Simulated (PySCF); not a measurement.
The dipole of `C(CS[SiH3])(C)(C)C` from its density and from atomic charges.

Coordinates (GFN2-xTB, Å) and charges (e) from the PBE0/pcSseg-1 density (PySCF):

```tsv
atom	x	y	z	Mulliken	IAO	Hirshfeld	ESP-fitted
C1	-1.310	1.347	-0.442	-0.1400	-0.4188	-0.1239	-0.5231
C2	-0.926	-0.058	0.022	-0.6217	+0.0626	+0.0264	+0.8352
C3	-1.812	-0.468	1.203	-0.1452	-0.4142	-0.1158	-0.5969
C4	-1.107	-1.053	-1.123	-0.1401	-0.4187	-0.1239	-0.5535
C5	0.527	-0.071	0.504	-0.2477	-0.3240	-0.0652	-0.6241
S6	1.723	0.401	-0.806	-0.2852	-0.2025	-0.0786	-0.2809
Si7	3.536	0.243	0.309	+0.4860	+0.5494	+0.2923	+0.3413
H8	-1.199	2.063	0.370	+0.1050	+0.1340	+0.0376	+0.1183
H9	-0.671	1.657	-1.265	+0.1287	+0.1449	+0.0288	+0.1376
H10	-2.344	1.365	-0.779	+0.1082	+0.1359	+0.0398	+0.1111
H11	-1.553	-1.465	1.552	+0.1073	+0.1348	+0.0386	+0.1278
H12	-1.696	0.227	2.032	+0.1073	+0.1348	+0.0387	+0.1263
H13	-2.856	-0.471	0.902	+0.1145	+0.1399	+0.0423	+0.1406
H14	-0.850	-2.060	-0.800	+0.1050	+0.1340	+0.0376	+0.1251
H15	-2.139	-1.053	-1.465	+0.1082	+0.1359	+0.0398	+0.1191
H16	-0.464	-0.785	-1.958	+0.1287	+0.1449	+0.0289	+0.1457
H17	0.657	0.633	1.326	+0.1533	+0.1389	+0.0366	+0.2082
H18	0.801	-1.071	0.843	+0.1533	+0.1389	+0.0366	+0.2095
H19	4.561	0.602	-0.651	-0.0716	-0.1004	-0.0653	-0.0313
H20	3.458	1.162	1.441	-0.0770	-0.1251	-0.0759	-0.0684
H21	3.655	-1.128	0.795	-0.0770	-0.1251	-0.0759	-0.0679
```

**Question.** Compute μ = Σ q r for each scheme (1 e·Å = 4.803 D) and compare with the dipole of the full density.

**Answer.** The full density gives (-0.31, -0.43, 1.43) D, 1.53 D in size; dipole vectors point from the negative to the positive end.

```
    scheme     μx     μy    μz  size (D)  share of the full size (%)  angle to the full dipole (°)
  Mulliken   0.49  -0.33  1.34      1.46                          96                            31
       IAO   0.47  -0.22  0.94      1.07                          70                            38
 Hirshfeld   0.14  -0.13  0.51      0.55                          36                            27
ESP-fitted  -0.29  -0.43  1.42      1.51                          99                             1
```

**Question.** Which set comes closest?

**Answer.** Length of the difference vector: ESP-fitted 0.02 D, Mulliken 0.81 D, IAO 0.94 D, Hirshfeld 1.07 D. Closest: ESP-fitted. The schemes that divide the density aren't constrained to reproduce the dipole.

**Question.** What is left for the Hirshfeld atoms' own dipoles?

**Answer.** The shares of the density sum to the whole, so what Σ q r misses lies in dipoles about the nuclei. The atomic dipoles sum to (-0.31, -0.43, 1.43) − (0.14, -0.13, 0.51) = (-0.45, -0.30, 0.92) D, 1.07 D in size.

**Question.** With the origin at the mean of the coordinates, (0.000, 0.001, 0.096) Å, which are the largest single terms, by size, of the Mulliken dipole along the direction of the full one?

**Answer.** S6 +1.79, Si7 -1.38, H12 +1.08, H11 +1.08, C3 -1.07 D; all 21 atoms together +1.25 D. The single terms depend on the origin, their sum doesn't.

**Question.** Give the size of the full dipole in other units.

**Answer.** 1.53 D = 0.600 au = 0.318 e·Å = 5.09 × 10⁻³⁰ C·m.

The structure is a single GFN2-xTB conformer in the gas phase; no vibrational or solvent corrections.

The values belong to the conformer `[CH3:1][C:2]([CH3:3])([CH3:4])[CH2:5][S:6][SiH3:7]`: C1–C2–C5–S6 -61°, C2–C5–S6–Si7 180°.
